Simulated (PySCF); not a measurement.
Computed properties of C₃H₆OSi₂, SMILES O=C[Si@H]1C=C[SiH2]1

C₃H₆OSi₂, SMILES C1[SiH2][Si@@H](C=O)C=1. Geometry: PBE0-D3(BJ)/def2-SVP. The structure was generated by enumeration; whether it is a known compound was not checked. The values are those of a single conformer. All values are computed for the isolated molecule unless a solvent is named; none is compared with measurement here.

**Structure.** All 30 harmonic modes at PBE0-D3(BJ)/def2-SVP (PySCF) are real, so it is a minimum. With heavy atoms numbered as in [O:1]=[CH:2][Si@H:3]1[CH:4]=[CH:5][SiH2:6]1, the shortest bond between them is O1–C2 at 1.205 Å and the longest Si3–Si6 at 2.348 Å.

**Vibrations.** The strongest infrared lines (harmonic, unscaled, degenerate partners summed) lie at 1820 cm⁻¹ (184 km/mol, C 57 %, O 42 %), 807 cm⁻¹ (168 km/mol, H 66 %, C 19 %, Si 15 %), 2827 cm⁻¹ (130 km/mol, H 92 %). The softest mode is at 52 cm⁻¹ and the zero-point energy is 48.1 kcal/mol.

**Electronic structure.** CAM-B3LYP/def2-TZVP (PySCF) places the frontier levels at -8.23 and -0.59 eV, a gap of 7.64 eV, and gives a dipole moment of 2.98 D and a mean polarisability of 89.8 bohr³. PBE/def2-TZVP (PySCF) at the same geometry gives -5.48 and -2.83 eV, so its gap is 4.99 eV narrower. An orbital gap is neither the optical nor the fundamental gap.

**Excitations.** TDDFT-M06-2X/def2-SVPD (PySCF) has S1 at 2.85 eV (435 nm, f = 0.001, dark); the most intense of the 10 singlets computed lies at 5.87 eV (f = 0.14). T1 (TDA) is at 2.41 eV. TDDFT-PBE/def2-SVPD (PySCF) puts S1 at 2.91 eV.

**NMR.** GIAO shifts at PBE0/pcSseg-1 (PySCF) (non-relativistic, atoms alike by connectivity averaged): ¹³C from 172.7 to 244.4 ppm against TMS; ¹H from 5.1 to 12.5 ppm against TMS; ²⁹Si from -54.3 to -34.4 ppm against TMS.
